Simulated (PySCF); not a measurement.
A PySCF run on GeO

State: ⁵Π (quintet), unpaired electrons σ ↑, π ↑↑↑, a second solution, started from another occupation.

An equivalent input (the run itself took its basis sets from the Basis Set Exchange, started from a PBE0 density and held the occupation σ 10α 9β, πx 5α 4β, πy 5α 3β, δx 1α 1β, δy 1α 1β):

```python
from pyscf import gto, dft
mol = gto.M(atom='Ge 0 0 0; O 0 0 1.628', basis={'Ge': 'def2-TZVPPD', 'O': 'def2-TZVPPD'},
            charge=0, spin=4, verbose=4, symmetry='C2v')
mf = dft.UKS(mol, xc='PBE0')
mf.grids.atom_grid = (80, 434)
mf.grids.prune = dft.gen_grid.treutler_prune
mf.irrep_nelec = {'A1': (11, 10), 'A2': (1, 1), 'B1': (5, 4), 'B2': (5, 3)}
mf.conv_tol = 1e-9
mf.max_cycle = 60
mf.diis_space = 10
mf.kernel()
```

The log (some set-up lines and the per-cycle HOMO/LUMO lines removed):

```
******** <class 'pyscf.dft.uks_symm.SymAdaptedUKS'> ********
method = SymAdaptedUKS
damping factor = 0
level_shift factor = 0
DIIS = <class 'pyscf.scf.diis.CDIIS'>
diis_start_cycle = 1
diis_space = 10
diis_damp = 0
SCF conv_tol = 1e-09
SCF conv_tol_grad = None
SCF max_cycles = 60
number electrons alpha = 22  beta = 18
Set gradient conv threshold to 3.16228e-05
init E= -2151.64191083402
cycle= 1 E= -2151.64150721549  delta_E= 0.000404  |g|= 0.000454  |ddm|= 0.00175
cycle= 2 E= -2151.6415072768  delta_E= -6.13e-08  |g|= 0.000328  |ddm|= 0.000553
cycle= 3 E= -2151.64150730281  delta_E= -2.6e-08  |g|= 0.00013  |ddm|= 0.000243
cycle= 4 E= -2151.64150730933  delta_E= -6.52e-09  |g|= 4.54e-05  |ddm|= 0.000136
cycle= 5 E= -2151.64150731077  delta_E= -1.44e-09  |g|= 1.64e-05  |ddm|= 6.65e-05
cycle= 6 E= -2151.64150731094  delta_E= -1.74e-10  |g|= 4.16e-06  |ddm|= 2.61e-05
Extra cycle  E= -2151.64150731094  delta_E= 1.82e-12  |g|= 4.23e-06  |ddm|= 6e-06
converged SCF energy = -2151.64150731094  <S^2> = 6.0056611  2S+1 = 5.0022639
```

A point of this curve took 3.6 CPU seconds beside 2.1 for the integrals, on Intel Xeon Platinum 8259CL @ 2.50GHz (shared host).

Spin–orbit coupling is left out. Counting both spins, an empty level lies below a filled one in this solution, because spin and occupation are held.
